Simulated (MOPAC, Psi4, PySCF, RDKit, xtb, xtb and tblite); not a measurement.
Two geometries of SMILES B(O)([SiH2][SiH3])O, singlet, relaxed at GFN2-xTB with one dihedral held; other torsions can differ between them too.

Structure A

```
12

O     -1.7668     0.5902     0.9695
B     -1.6655    -0.0432    -0.2345
O     -1.2535    -1.3290    -0.2014
Si    -2.0727     0.7189    -2.0074
Si    -3.6287    -0.4463    -3.2629
H     -2.0642     1.4976     0.9730
H     -1.0604    -1.6731     0.6739
H     -2.5427     2.1212    -1.8694
H     -0.8567     0.8924    -2.8240
H     -3.2166    -1.8200    -3.5645
H     -3.9118     0.1842    -4.5550
H     -4.9300    -0.5619    -2.5900
```

Structure B

```
12

O     -2.1393     0.1198     0.9295
B     -1.4223     0.0086    -0.2155
O     -1.8089     0.5924    -1.3760
Si     0.2681    -0.9876    -0.1764
Si     2.1180     0.2938     0.3898
H     -2.9661     0.6088     0.9041
H     -2.6271     1.0963    -1.3828
H      0.2249    -2.1279     0.7602
H      0.5652    -1.6376    -1.4681
H      2.3398     1.4356    -0.5078
H      3.3750    -0.4583     0.3763
H      2.0347     0.8866     1.7311
```

Question: Which is lower in energy at the level DF-MP2 (frozen core)/cc-pVTZ // GFN2-xTB in Psi4, and by how much?

Answer: A is lower, by 3.32 kcal/mol (dihedral H6–O1–B2–Si4: 0° in A, 180° in B).

E(B) − E(A) in kcal/mol at the other levels, on the same two geometries: GFN2-xTB (xtb and tblite) -0.34; PBE0/def2-TZVP // GFN2-xTB (Psi4) 3.47; PBE0-D3(BJ)/def2-TZVP // GFN2-xTB (Psi4) 3.53; PBE/def2-TZVP // GFN2-xTB (Psi4) 3.46; PBE-D3(BJ)/def2-TZVP // GFN2-xTB (Psi4) 3.52; M06-2X/def2-TZVP // GFN2-xTB (Psi4) 3.37; HF/cc-pVTZ // GFN2-xTB (Psi4) 3.20; UFF // GFN2-xTB (RDKit) 0.90; PM6, restricted, heats of formation // GFN2-xTB (MOPAC) 1.14; AM1, restricted, heats of formation // GFN2-xTB (MOPAC) -0.96; GFN1-xTB // GFN2-xTB (xtb) -1.23; restricted B3LYP/6-31G*, spherical d, density fitting // GFN2-xTB (PySCF) 3.78; restricted M06-2X/6-31G*, spherical d, density fitting // GFN2-xTB (PySCF) 3.94; restricted Hartree-Fock/3-21G // GFN2-xTB (PySCF) 4.56; restricted B3LYP/LANL2DZ, with its core potentials past Ne // GFN2-xTB (PySCF) 4.72.
